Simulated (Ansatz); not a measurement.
Computed with Ansatz.

A structure relaxed at PBE0-D4/def2-TZVP, charge 0, multiplicity 1:

Cartesian coordinates in Å:
```
F 0.741 -0.848 -2.399
Ga 0.961 -0.354 -0.732
Si -0.897 0.310 0.622
Cl 3.015 -0.434 -0.148
H -0.417 0.659 1.981
H -1.545 1.486 -0.012
H -1.858 -0.819 0.689
```

Problem. Give its formula and SMILES.

Solution. ClFGaH3Si, `[F][Ga]([SiH3])[Cl]`.

Problem. Point group (tolerance 0.08 Å, 0.16 Å for H)?

Solution. Cs.

Problem. Summarise the bond lengths by kind.

Solution. 1 × F–Ga 1.753 Å; 1 × Ga–Si 2.392 Å; 1 × Cl–Ga 2.137 Å; 3 × H–Si 1.483 to 1.485 Å.
